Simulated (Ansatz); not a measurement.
The cluster In9P8⁺. Total charge 1; singlet. Geometry PBE-D4/def2-SVP; atoms count from 1.

```xyz
17

In    1.572   -1.927   -2.164
In   -3.071   -2.433   -3.330
In   -3.444    3.905    1.645
In    1.362    1.858    2.682
In    3.449    0.876   -2.806
In   -1.411   -0.626    2.309
In   -1.177   -0.343   -0.890
In    2.566   -3.051    1.188
In   -0.960   -3.541    1.070
P    -1.456    2.059    2.251
P     1.134   -0.575    0.422
P     0.219    2.879   -0.768
P     1.929    1.445   -0.288
P     0.681    1.248   -2.230
P    -0.975   -2.781   -1.701
P     1.304   -1.070    2.549
P    -1.721    2.078    0.060
```

In the def2 sets In takes a core potential; there is no spin–orbit coupling. Single mean-field runs in def2-TZVP are fitted with def2-universal-jkfit. Another isomer (singlet) lies 1.03 eV lower at PBE0-D4/def2-TZVP; other spin states weren't run for this one.

**Question.** Estimate the Mulliken populations from the PBE0/def2-TZVP orbitals of Ansatz.

**Answer.** 
```
atom  charge (e)
 In1        0.29
 In2        0.43
 In3        0.44
 In4        0.36
 In5        0.41
 In6        0.24
 In7        0.31
 In8        0.31
 In9        0.33
 P10       -0.48
 P11       -0.21
 P12        0.06
 P13       -0.10
 P14       -0.23
 P15       -0.61
 P16       -0.38
 P17       -0.19
```
Mulliken values depend strongly on the basis.

**Question.** And the Mayer bond orders between heavy atoms (over 0.3)?

**Answer.** In1–P15 0.64 (2.73 Å); In2–P15 0.73 (2.68 Å); In3–P10 0.54 (2.78 Å); In3–P17 0.31 (2.97 Å); In4–P10 0.48 (2.86 Å); In4–P16 0.38 (2.93 Å); In5–P14 0.41 (2.85 Å); In6–In9 0.34 (3.20 Å); In6–P10 0.60 (2.69 Å); In6–P16 0.53 (2.76 Å); In7–P11 0.49 (2.67 Å); In7–P14 0.52 (2.79 Å); In7–P15 0.84 (2.58 Å); In7–P17 0.64 (2.66 Å); In8–P16 0.64 (2.71 Å); In9–P15 0.52 (2.87 Å); P10–P17 1.12 (2.21 Å); P11–P13 0.88 (2.28 Å); P11–P16 1.05 (2.19 Å); P12–P13 0.90 (2.28 Å); P12–P14 0.97 (2.24 Å); P12–P17 0.98 (2.26 Å); P13–P14 0.87 (2.32 Å).
